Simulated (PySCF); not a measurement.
**Vertical excitation energies**

Compound: C₆H₁₂P (charge +1).
SMILES: `CC[C@@H](C)[PH+]1C=C1`

Method used: TDDFT B3LYP/def2-SVPD, vertical, gas phase, core orbitals frozen in the response (PySCF). The structure is a single GFN2-xTB conformer in the gas phase; no vibrational or solvent corrections. Torsions of this conformer, `[CH3:1][CH2:2][C@@H:3]([CH3:4])[PH+:5]1[CH:6]=[CH:7]1`: C1–C2–C3–C4 -176°, C2–C3–P5–C6 114°.

```
state  E (eV)  E (hartree)       f   main configurations (H = HOMO, L = LUMO)
   S1    6.17       0.2266  0.0022        H-1→L (30%), H-3→L (29%), H→L (25%)
   S2    6.45       0.2371   0.011                     H→L (67%), H-1→L (15%)
   S3    6.52       0.2397   0.025                                H→L+1 (91%)
   S4    6.76       0.2483  0.0019      H-1→L (52%), H-3→L (26%), H-2→L (19%)
   S5    6.91       0.2538  0.0064                   H-2→L (61%), H-3→L (30%)
   S6    7.01       0.2574   0.015                              H-1→L+1 (87%)
   S7    7.18       0.2637   0.015  H-2→L+1 (58%), H-3→L+1 (17%), H-4→L (13%)
   S8    7.21       0.2649   0.014                 H-4→L (49%), H-2→L+1 (26%)
```

Triplets, Tamm–Dancoff:

```csv
state,E (eV),λ (nm),"main configurations (H = HOMO, L = LUMO)"
T1,4.74,261.8,"H→L (65%), H-3→L (11%), H-5→L (8%)"
T2,5.68,218.2,"H-3→L (43%), H-1→L (29%), H-2→L (12%)"
T3,5.98,207.4,"H→L+1 (33%), H-3→L+1 (23%), H-1→L+1 (19%)"
```

The lowest singlet lies at 6.17 eV (201 nm, ultraviolet) and is very weak; its leading configuration is HOMO-1→LUMO (30%). The strongest level in the table is S3 at 6.52 eV (190 nm, f = 0.025). Löwdin shares by element: HOMO carbon 44% or more, phosphorus 13% (atoms not listed hold the other 43%); LUMO carbon 77% or more, phosphorus 10%, hydrogen 5% or more. The listed states span 1.04 eV, and the widest gap between neighbours is 0.29 eV (S1 to S2). Orbital energies (eV): HOMO-3 -13.83, HOMO-2 -13.69, HOMO-1 -13.52, HOMO -13.24, LUMO -6.12, LUMO+1 -5.59, LUMO+2 -4.29. The oscillator strengths of these states sum to 0.091; summed over the whole spectrum of an exact calculation they would give the number of electrons, 62 (Thomas–Reiche–Kuhn). The window holds the lowest 8 singlets.
